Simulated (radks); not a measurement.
Species: the iron ion Fe9+. Configuration: [Ne] 3s2 3p5 (the NIST ground configuration).

Calculated with a radial shooting solver on a logarithmic mesh with Libxc functionals: scalar-relativistic Kohn-Sham, PBE, spin-polarised, spherical densities, point nucleus; open shells are filled with parallel spins first.

Energy parts (hartree):
total: -1243.30540
kinetic: 1258.90333
electron-nucleus: -2833.98257
Hartree: 380.68418
exchange-correlation: -48.91034

Orbitals (lengths in bohr, moments of r in powers of bohr):
orbital  occ.  eigenvalue (hartree)       <r^4>      <r>     <r^2>
1s up       1             -265.3164  0.00005437  0.05847  0.004598
1s down     1             -265.2932  0.00005436  0.05846  0.004597
2s up       1             -38.29476     0.01212   0.2661   0.08353
2s down     1             -38.27715     0.01209   0.2660   0.08347
2p up       3             -33.85375    0.009229   0.2347   0.06760
2p down     3             -33.82735    0.009213   0.2347   0.06758
3s up       1             -10.52694      0.5711   0.7349    0.6153
3s down     1             -10.44067      0.5764   0.7361    0.6176
3p up       3              -9.20746      0.6368   0.7427    0.6368
3p down     2              -9.12285      0.6445   0.7443    0.6399

The highest occupied level is 3p down at -248.25 eV. For comparison, the ionisation energy in NIST's Atomic Spectra Database is 262.1 eV (semi-empirical). In exact Kohn-Sham theory the highest level is minus the ionisation energy, but local and semilocal functionals leave it too shallow, through self-interaction and a potential that decays too fast; potentials with the right tail come closer. Spin moment in Bohr magnetons: 1. Summed over all electrons, <r^2> = 5.005 bohr^2, which gives a Langevin (diamagnetic) susceptibility term of -3.96 x 10^-6 cm^3/mol. The density falls to 0.001 e/bohr^3 at r = 1.88 bohr.
